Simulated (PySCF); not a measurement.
Record of a relaxation.

Compound: C2H8BN.
Bonds: C1–C2, C2–B3, B3–N4. Hydrogens: H5, H6, H7 on C1; H8, H9 on C2; H10 on B3; H11, H12 on N4.

Method: PBE0-D3(BJ)/def2-SVP geometry optimisation, gas phase (PySCF); density fitting, grid level 1; the optimiser is geomeTRIC in internal coordinates, started from a GFN2-xTB structure with every atom displaced at random (about 0.01 Å). The frame can shift and turn from step to step; on so coarse a grid that alone can change the energy by a few meV, and forces under 0.02 eV/Å are noise.

Step 0: E = -4363.5728 eV, largest atomic force 3.503 eV/Å
```
atom  x, y, z in Å  |  force x, y, z in eV/Å
C1     -1.677    0.072    0.006   -0.529   0.920  -0.484
C2     -0.347   -0.570    0.257    0.622   0.529   0.519
B3      0.837    0.106   -0.551    1.407  -0.258   2.369
N4      2.080    0.389    0.099   -3.199  -1.289   0.611
H5     -1.937    0.072   -1.070    0.021  -0.003   0.142
H6     -2.498   -0.409    0.538   -0.285  -0.223   0.198
H7     -1.671    1.135    0.326   -0.071  -0.188  -0.089
H8     -0.402   -1.609   -0.046    0.076  -0.774  -0.159
H9     -0.158   -0.565    1.357    0.145  -0.120  -0.349
H10     0.762    0.363   -1.673   -0.187   0.351  -1.543
H11     2.841    0.793   -0.336    1.949   1.024  -1.145
H12     2.211    0.194    1.085    0.051   0.030  -0.070
```

Step 1: E = -4363.7268 eV, largest atomic force 0.769 eV/Å
```
atom  x, y, z in Å  |  force x, y, z in eV/Å
C1     -1.663   -0.022   -0.072    0.046   0.019   0.070
C2     -0.305   -0.656    0.238   -0.067  -0.127  -0.001
B3      0.890    0.079   -0.483   -0.222   0.262  -0.153
N4      1.964    0.613    0.221    0.673   0.222  -0.299
H5     -1.864   -0.006   -1.153   -0.019  -0.015  -0.067
H6     -2.495   -0.552    0.418    0.001  -0.034  -0.022
H7     -1.701    1.023    0.277   -0.011   0.024  -0.012
H8     -0.314   -1.715   -0.092    0.007   0.115   0.016
H9     -0.155   -0.682    1.332    0.044  -0.040   0.039
H10     0.850    0.284   -1.689    0.091  -0.149   0.147
H11     2.757    1.077   -0.233   -0.515  -0.233   0.261
H12     2.074    0.531    1.224   -0.029  -0.043   0.020
```

Step 2: E = -4363.7394 eV, largest atomic force 0.126 eV/Å
```
atom  x, y, z in Å  |  force x, y, z in eV/Å
C1     -1.673   -0.024   -0.073    0.011   0.006   0.026
C2     -0.311   -0.643    0.247    0.013   0.038   0.062
B3      0.882    0.101   -0.471   -0.037   0.048  -0.099
N4      1.981    0.613    0.215    0.124  -0.021  -0.001
H5     -1.864   -0.012   -1.158    0.003  -0.009   0.001
H6     -2.500   -0.572    0.405   -0.004  -0.008  -0.013
H7     -1.732    1.020    0.275   -0.005  -0.006  -0.007
H8     -0.307   -1.697   -0.090    0.024   0.015  -0.020
H9     -0.159   -0.679    1.342   -0.004  -0.010  -0.003
H10     0.856    0.275   -1.676    0.011  -0.025   0.021
H11     2.758    1.075   -0.244   -0.106  -0.034   0.027
H12     2.106    0.515    1.215   -0.028   0.006   0.006
```

Step 3: E = -4363.7391 eV, largest atomic force 0.175 eV/Å
```
atom  x, y, z in Å  |  force x, y, z in eV/Å
C1     -1.673   -0.027   -0.067   -0.015  -0.030   0.007
C2     -0.302   -0.629    0.247   -0.073   0.037  -0.048
B3      0.879    0.114   -0.490    0.013  -0.060   0.163
N4      1.975    0.605    0.216    0.002  -0.026  -0.050
H5     -1.869   -0.024   -1.152    0.001   0.000   0.010
H6     -2.492   -0.584    0.415   -0.009   0.004  -0.004
H7     -1.745    1.019    0.275    0.002  -0.006   0.002
H8     -0.290   -1.682   -0.089    0.001  -0.032  -0.014
H9     -0.141   -0.662    1.340    0.004   0.012  -0.021
H10     0.862    0.275   -1.695   -0.003   0.021   0.006
H11     2.751    1.069   -0.230    0.104   0.063  -0.027
H12     2.082    0.500    1.218   -0.027   0.017  -0.024
```

Step 4: E = -4363.7410 eV, largest atomic force 0.054 eV/Å
```
atom  x, y, z in Å  |  force x, y, z in eV/Å
C1     -1.676   -0.028   -0.069   -0.003  -0.019   0.002
C2     -0.307   -0.631    0.249   -0.024   0.038  -0.005
B3      0.880    0.113   -0.480    0.013  -0.030   0.042
N4      1.982    0.608    0.213   -0.007  -0.038  -0.006
H5     -1.867   -0.022   -1.154    0.000   0.002   0.002
H6     -2.498   -0.586    0.408   -0.001   0.000  -0.002
H7     -1.749    1.016    0.276    0.001  -0.003   0.002
H8     -0.293   -1.683   -0.091    0.009  -0.013  -0.008
H9     -0.150   -0.667    1.342    0.000   0.003  -0.003
H10     0.861    0.274   -1.684   -0.009   0.017  -0.008
H11     2.757    1.072   -0.239    0.036   0.026  -0.018
H12     2.096    0.508    1.215   -0.014   0.018   0.002
```

Step 5: E = -4363.7414 eV, largest atomic force 0.028 eV/Å
```
atom  x, y, z in Å  |  force x, y, z in eV/Å
C1     -1.678   -0.031   -0.068    0.000  -0.011  -0.002
C2     -0.307   -0.630    0.250   -0.007   0.022   0.004
B3      0.881    0.113   -0.477    0.005  -0.006   0.002
N4      1.986    0.608    0.211   -0.005  -0.027   0.005
H5     -1.867   -0.023   -1.154    0.001   0.002   0.001
H6     -2.498   -0.592    0.406    0.001  -0.002   0.000
H7     -1.755    1.013    0.278   -0.001  -0.001   0.002
H8     -0.290   -1.682   -0.092    0.008  -0.006   0.000
H9     -0.152   -0.667    1.344   -0.002   0.001   0.000
H10     0.859    0.275   -1.682   -0.006   0.006  -0.006
H11     2.760    1.072   -0.244    0.008   0.011  -0.005
H12     2.098    0.517    1.214   -0.003   0.010   0.001
```

Step 6: E = -4363.7416 eV, largest atomic force under 0.02 eV/Å
```
atom  x, y, z in Å  |  force x, y, z in eV/Å
C1     -1.680   -0.035   -0.068    0.001  -0.005  -0.004
C2     -0.307   -0.627    0.252    0.002   0.004   0.000
B3      0.881    0.116   -0.476    0.001   0.006  -0.012
N4      1.989    0.609    0.209   -0.005  -0.010   0.007
H5     -1.868   -0.027   -1.153    0.001   0.001   0.000
H6     -2.498   -0.602    0.405    0.002  -0.002   0.000
H7     -1.763    1.007    0.280   -0.001  -0.001   0.002
H8     -0.284   -1.679   -0.091    0.004  -0.002   0.006
H9     -0.151   -0.664    1.345   -0.001   0.002   0.002
H10     0.857    0.279   -1.681   -0.003   0.002  -0.002
H11     2.762    1.074   -0.247   -0.004   0.002  -0.001
H12     2.099    0.525    1.212    0.004   0.003   0.001
```

Task: Summarise the path.

Result: The energy falls by 16.29 kJ/mol from step 0 to step 6; nine tenths of that is first reached at step 1. It rises by more than 0.2 meV at step 3. The largest force goes from 3.503 to under 0.02 eV/Å. Among the bonds B3–H10 changes most, from 1.154 to 1.216 Å; the atoms move by 0.082 Å rms after alignment.

The cost below is that of the whole optimisation. Time: 15 s of wall time; peak memory 0.39 GiB. Hardware: one thread, Arm Neoverse V2 (aarch64), shared host with 192 logical CPUs at a one-minute load of 40.
